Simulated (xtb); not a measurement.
xtb input:

```bash
xtb mol.xyz --gfn 2 --sp --chrg 0 --uhf 0
```
mol.xyz:
```
15

Si     2.31820673    -0.24372858    -0.15199362
C      0.46064720    -0.05252306    -0.04622805
C     -0.35642318    -1.13685233     0.29230386
C     -1.73380449    -0.99006610     0.40072499
C     -2.32090975     0.24834698     0.16939973
C     -1.52646921     1.33675440    -0.17161267
C     -0.14960446     1.18507001    -0.27880943
H      2.86564966     0.70750620    -1.14817269
H      2.65820415    -1.63136812    -0.54650366
H      2.96318098     0.03575153     1.15487164
H      0.08526856    -2.11066926     0.46941611
H     -2.34899532    -1.84172112     0.66209730
H     -3.39416584     0.36400025     0.25079981
H     -1.97977188     2.30223826    -0.35721635
H      0.45511873     2.04208310    -0.55205208
```

Problem. Predict the final energy.

Solution. -18.62831 Eh (GFN2-xTB).
